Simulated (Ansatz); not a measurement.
Consider the substitution at a C–Si bond: `C[SiH]1NCS1` + `N[BH][GeH3]` → `CN[BH][GeH3]` + `C1N[SiH2]S1`.

Calculated with Ansatz (gas phase, PBE0-D4/def2-TZVP geometries, no zero-point term in ΔE). CCSD(T)/CBS is the MP2 limit (def2-TZVPP, def2-QZVPP) plus CCSD(T) − MP2 in def2-TZVPP, frozen cores. Functionals use def2-TZVPP. For Ge outer-core shells are correlated without core-valence functions, which leaves a few kJ/mol of doubt a bond. Scalar relativity is left out up to krypton. One conformer a species, not always the lowest.

| level | ΔE (kJ/mol) |
| --- | --- |
| r2SCAN | 89.4 |
| MP2/def2-QZVPP | 88.8 |

(1) What does CCSD(T)/CBS give? (An estimate is asked.)

Largest T1 diagnostic among the species: 0.013.

## Answers

(1) The calculation gave: +84.9 kJ/mol. The listed levels differ from it by 4.5, 3.9 kJ/mol.

In def2-TZVPP, CCSD(T) changes the Hartree–Fock value by +3.2 kJ/mol (the triples alone add +0.2 kJ/mol) and MP2 by +7.9 kJ/mol.
